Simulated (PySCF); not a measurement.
## Spinor energies of Ga²¹⁺ (gallium, charge +21)

Start: [Ne]. Calculated with PySCF 2.14 in an even-tempered Gaussian basis (18 s from 1.3 bohr⁻², ratio 2.6; 12 p from 1.7 bohr⁻², ratio 2.6; 6 d from 1.7 bohr⁻², ratio 2.8; 3 f from 49 bohr⁻², ratio 2.8): generalised Hartree-Fock with the X2C-1e Hamiltonian and a Gaussian nucleus; spin-orbit coupling (SO) screened by Boettger's factors.

```tsv
spinor shell	electrons	ε, screened SO (eV)	weight of nominal j (screened SO)	rms radius, screened SO (bohr)
1s1/2	2	-11342.6	1.000	0.0560
2s1/2	2	-2190.3	1.000	0.231
2p1/2	2	-2040.1	1.000	0.204
2p3/2	4	-2010.8	1.000	0.207
```

| quantity | screened SO |
| --- | --- |
| E (hartree) | -1683.87190 |
| M_J | 0 |
| ⟨J²⟩ | 0.000 |
| ⟨L²⟩ | 0.001 |
| ⟨S²⟩ | 0.001 |
